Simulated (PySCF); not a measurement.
**Radial density of Au⁺ (gold, charge +1)**

BP86, [Xe] 4f14 5d10, closed-shell 1S. Computed with PySCF 2.14 in aug-cc-pVTZ-PP with ECP60MDF (6s6p5d3f2g, 88 functions), with a scalar-relativistic core potential. This is the valence pseudo-density: the core potential removes the inner electrons and smooths the orbitals near the nucleus.

| r (bohr) | 4πr²ρ (e/bohr) |
| --- | --- |
| 0.137 | 0.0001076 |
| 0.231 | 0.003378 |
| 0.389 | 0.2516 |
| 0.654 | 7.558 |
| 1.10 | 16.32 |
| 1.85 | 5.255 |
| 3.11 | 0.5906 |
| 5.23 | 0.01115 |
| 8.80 | 1.244e-05 |

Energies and moments cover only the electrons outside the core potential. Spin-orbit coupling, which splits the p, d and f shells strongly at this Z, is absent.
